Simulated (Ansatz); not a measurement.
Job for Ansatz (an electronic-structure program): R-BHLYP/def2-TZVPP on Si2H6 (SMILES [SiH3][SiH3]).

Ansatz 0.2 input:
```yaml
crystal:
  periodic: [false, false, false]
  atoms:
    - {symbol: Si, position_ang: [0.00000355, -0.00000000, 1.17211118]}
    - {symbol: H, position_ang: [1.39114125, -0.00000000, 1.68661364]}
    - {symbol: H, position_ang: [-0.69556805, 1.20476221, 1.68660446]}
    - {symbol: H, position_ang: [-0.69556805, -1.20476221, 1.68660446]}
    - {symbol: Si, position_ang: [-0.00000355, 0.00000000, -1.17211118]}
    - {symbol: H, position_ang: [0.69556805, 1.20476221, -1.68660446]}
    - {symbol: H, position_ang: [-1.39114125, 0.00000000, -1.68661364]}
    - {symbol: H, position_ang: [0.69556805, -1.20476221, -1.68660446]}
basis:
  gaussian:
    orbitals: def2-TZVPP
hamiltonian:
  xc: {name: BHLYP}
scf: {lower_state_search: off}
```

Program output:

```
WARN ansatz: RAYON_NUM_THREADS=4 ignored (pool sized by the plan → 4); use --threads N
Functional definition: BHLYP
these checks for a lower state are left out or cut short: stability, starts, cluster_reference, orbital_swaps, neighbouring_geometries, increment
integrals: 0.07 GiB planned
974 factors; their error is unknown
mean field: 0.66 GiB planned
mean field evaluation 1: about -15852.6623 eV, gradient 9.1e0 eV
mean field evaluation 2: about -15852.9724 eV, gradient 3.0e0 eV
mean field evaluation 4: about -15852.9963 eV, gradient 1.7e-1 eV
mean field evaluation 8: about -15853.0910 eV, gradient 2.7e-2 eV
mean field -15853.09103927 eV, -582.5903500822 hartree, gradient 3.7e-6 eV, S^2 0.000000; 0 other end points of the search recorded, 0 dependent functions left out
reference -15853.09122083 eV, -582.5903567544 hartree; 17, 17 occupied and 151, 151 virtual orbitals, 974 factors
Total energy: -15853.09122083 eV, -582.5903567544 hartree
Checks for a lower state left out: stability, starts, cluster_reference, orbital_swaps, neighbouring_geometries, increment
```

The run converged.

Cost: about 3 core-seconds (a rough figure).
